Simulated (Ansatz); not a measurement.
(H2In-mu-AsH2)2 (In₂As₂H₈) was relaxed with PBE0-D4 (def2-SVP) in Ansatz in these states: charge +1 doublet, neutral singlet. The geometries follow in no particular order.

In the def2 sets In takes a core potential; there is no spin–orbit coupling.

A:

```xyz
12

In   -1.4596    0.2153    1.4815
H    -1.8806   -1.2351    2.3097
H    -2.0583    1.8172    1.6876
As   -1.2549   -0.3169   -1.1896
In    1.4593   -0.2094   -1.4827
H     1.8756    1.2447   -2.3068
H     2.0622   -1.8090   -1.6941
As    1.2550    0.3146    1.1901
H    -2.0312    0.6164   -2.0868
H    -1.8893   -1.6145   -1.6282
H     2.0245   -0.6288    2.0826
H     1.8973    1.6056    1.6368
```

B:

Cartesian coordinates in Å:
```
In 1.548 -1.456 0.120
H 2.011 -1.399 1.758
H 2.159 -1.513 -1.468
As 1.187 1.638 -0.006
In -1.866 1.018 -0.121
H -1.960 1.473 -1.759
H -2.106 1.583 1.467
As -1.134 -1.564 0.001
H 1.825 2.407 -1.142
H 1.718 2.482 1.132
H -1.740 -2.287 1.171
H -1.644 -2.381 -1.153
```

Task: Judge from the bond lengths which geometry belongs to which state (an estimate).

Result: A is the neutral singlet (In1–As4 2.731 Å, As4–In5 2.732 Å, In1–As8 2.732 Å); B is the charge +1 doublet (In1–As4 3.118 Å, As4–In5 3.118 Å, In1–As8 2.687 Å).
